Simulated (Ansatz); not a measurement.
Program: Ansatz. Geometries: PBE0-D4/def2-TZVP. ΔE: electronic, gas phase. CCSD(T)/CBS adds triple-zeta CCSD(T) − MP2 to the extrapolated MP2 energy (def2 sets, frozen cores). This one scheme is used for every species. Functionals use def2-TZVPP. B3LYP here is the variant with VWN-RPA as its local correlation; programs differ in this. def2 core potentials past Kr. For In outer-core shells are correlated without core-valence functions, which leaves a few kJ/mol of doubt a bond. Each species was taken in one conformer, which may not be the lowest.

`[F][InH][Cl]` + `CCNC` → `CC[N](C)[InH][Cl]` + H–F  (ligand exchange at the In–F bond)

| level | ΔE (kJ/mol) | difference from CCSD(T)/CBS |
| --- | --- | --- |
| B3LYP-D4 | 52.2 | 15.8 |
| PBE | 59.1 | 22.7 |
| PBE0 | 57.9 | 21.5 |
| B3LYP | 68.6 | 32.2 |
| CCSD/def2-TZVPP | 43.1 | 6.7 |
| CCSD(T)/def2-TZVPP | 37.1 | 0.7 |
| HF/def2-QZVPP | 84.5 | 48.1 |
| SCS-MP2/def2-QZVPP | 40.5 | 4.1 |
| MP2/CBS(def2) | 27.9 | -8.5 |
| CCSD/CBS(def2) | 42.4 | 6.0 |
| CCSD(T)/CBS | 36.4 | 0 |

Largest T1 diagnostic among the species: 0.015.

In def2-TZVPP, CCSD(T) changes the Hartree–Fock value by −45.6 kJ/mol (the triples alone add −6.1 kJ/mol) and MP2 by −54.1 kJ/mol. The D4 term adds −16.4 kJ/mol with B3LYP and −9.3 kJ/mol with PBE0; it sums over pairs of atoms, weighted by their polarisabilities, and B3LYP, whose exchange is more repulsive, gets the larger term.
